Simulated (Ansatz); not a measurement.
The cluster Sn₂Te, relaxed as a singlet with RKS r2SCAN-D4/def2-SVP in Ansatz, starting from the GFN2-xTB geometry. Force threshold 0.02 eV/Å.

In the def2 sets Sn, Te take a core potential; there is no spin–orbit coupling. The structure comes from a short search, and lower isomers may exist.

Start:

Cartesian coordinates in Å:
```
Sn -1.5423 1.3422 -0.8994
Sn 1.7313 -0.4127 1.3515
Te -0.1890 -0.9295 -0.4520
```

```tsv
step	energy (eV)	largest force component (eV/Å)	SCF passes
1	-18963.6655	1.842	48
2	-18964.1347	1.006	38
3	-18964.6393	1.198	35
4	-18965.1530	1.085	33
5	-18965.4871	0.209	33
6	-18965.4942	0.166	29
7	-18965.4973	0.011	28
```

Force components are those of the run's own axes.

End:

```tsv
atom	x (Å)	y (Å)	z (Å)
Sn1	-0.969	1.287	-0.426
Sn2	1.249	0.098	1.099
Te3	-0.280	-1.385	-0.673
```

By distances, no bond broke or formed, bridged metal pairs apart. The bond that changes most is Sn1–Te3, from 2.68 to 2.77 Å (atoms count from 1). Metal–metal contacts that move far: Sn1–Sn2 4.34 to 2.94 Å. The end is the same structure that another start reached, the lowest one found.

No frequencies were taken in this run, so the end may be a saddle point.

Hardware: 4 threads of Arm Neoverse V2 on a shared host. Wall time 13 s.
